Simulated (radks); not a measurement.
Values are calculated unless marked as measured or tabulated.
Problem. The carbon ion C2+, [He] 2s2. Code: a radial shooting solver on a logarithmic mesh with Libxc functionals. Model: non-relativistic Kohn-Sham, r2SCAN, spin-polarised, spherical densities, point nucleus; meta-GGA in the generalised Kohn-Sham scheme. Every spin shell is full or empty, so the densities are truly spherical. Functionals are evaluated on that one density, not self-consistently. Rank these exchange functionals by their error against the exact value of the orbitals, and give that value: LDA, PW86, WC, SOGGA, B86b, G96, SCAN, Tao-Mo, TASK.

Solution. Exact: -4.31041 hartree. From best to worst, with 100 (|E| - |E exact|)/|E exact| (equal figures are ties): B86b -0.15, G96 -0.19, SCAN -0.31, Tao-Mo +0.64, PW86 +0.66, TASK -2.65, WC -3.07, SOGGA -5.47, LDA -12.89.
